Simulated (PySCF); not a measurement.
Energy of Te+ (tellurium, charge +1) between two integer charges

The 5p alpha orbital of [Kr] 4d10 5s2 5p3 is emptied in steps (occupation f), with all orbitals relaxed, ending at [Kr] 4d10 5s2 5p2. All numbers are calculated (PySCF 2.14, the spin-free X2C one-electron Hamiltonian (Gaussian nucleus), in aug-cc-pVTZ-DK3 (8s7p5d2f, 68 functions)). The exact energy is a straight line in f; departures are measured from the line between the end points of the same method.

Problem. Among UHF, LDA, PBE, PBE0, r2SCAN, LC-wPBE, BHandHLYP, wB97X, which shows the largest delocalisation error (convex curve), and which is closest to linear?

Solution. Most convex: LDA (-1.095 eV at f = 0.5); closest to linear: LC-wPBE (-0.091 eV).

| f | UHF (eV) | LDA (eV) | PBE (eV) | PBE0 (eV) | r2SCAN (eV) | LC-wPBE (eV) | BHandHLYP (eV) | wB97X (eV) |
| --- | --- | --- | --- | --- | --- | --- | --- | --- |
| 1 | 0.000 | 0.000 | 0.000 | 0.000 | 0.000 | 0.000 | 0.000 | 0.000 |
| 0.9 | 0.043 | -0.392 | -0.380 | -0.276 | -0.361 | -0.035 | -0.179 | -0.060 |
| 0.7 | 0.098 | -0.917 | -0.889 | -0.642 | -0.835 | -0.079 | -0.417 | -0.142 |
| 0.5 | 0.115 | -1.095 | -1.058 | -0.763 | -0.985 | -0.091 | -0.497 | -0.172 |
| 0.3 | 0.095 | -0.921 | -0.888 | -0.639 | -0.819 | -0.073 | -0.417 | -0.147 |
| 0.1 | 0.040 | -0.395 | -0.380 | -0.273 | -0.348 | -0.030 | -0.179 | -0.064 |
| 0 | 0.000 | 0.000 | 0.000 | 0.000 | 0.000 | 0.000 | 0.000 | 0.000 |

```
   method  E(f=0) − E(f=1) (eV)  −ε at f=1 (eV)  −ε at f=0.5 (eV)
      UHF                18.351          18.828            18.343
      LDA                18.938          14.594            18.926
      PBE                18.752          14.527            18.754
     PBE0                18.856          15.792            18.867
   r2SCAN                18.992          14.975            19.041
  LC-wPBE                18.918          18.529            18.934
BHandHLYP                18.692          16.709            18.690
    wB97X                18.564          17.899            18.549
```

Reference removal energy between the ground levels: 18.6 ± 0.4 eV (measured; NIST Atomic Spectra Database, ionization energies). The calculation has no spin-orbit coupling. UHF lacks correlation.
